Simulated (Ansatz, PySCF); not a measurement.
BH₅O₄Ti, SMILES B[O][Ti]([OH])([OH])[OH], multiplicity 1.

The structure is a stationary point at r2SCAN-D4/def2-SVP. The spin state was assumed, not searched. The values are those of a single conformer.

Vertical ionisation energy (IE) and electron affinity (EA) in eV. Rows of orbital energies are one-electron estimates. Where ΔSCF, EOM or ADC give a negative EA the extra electron is unbound and the value depends on the basis.

| level | IE | EA |
|---|---|---|
| −ε(HOMO), −ε(LUMO), r2SCAN/def2-TZVP (PySCF) | 6.56 | 2.53 |
| −ε(HOMO), −ε(LUMO), PBE/def2-TZVP (PySCF) | 6.25 | 2.64 |
| ΔSCF, CAM-B3LYP/def2-SVPD (Ansatz), final states of multiplicity 2 and 2 | 10.08 | 0.22 |
| ΔSCF, PBE/def2-SVPD (Ansatz), final states of multiplicity 2 and 2 | 9.40 | -0.03 |

Task: What vertical singlet–triplet gap does ΔSCF give with CAM-B3LYP/def2-SVPD (Ansatz, a program for electronic structure) and with PBE/def2-SVPD (Ansatz)? (The exact figures need the calculation; the answer reports its results.)

Result: 4.70 and 4.03 eV (triplet above singlet where positive).
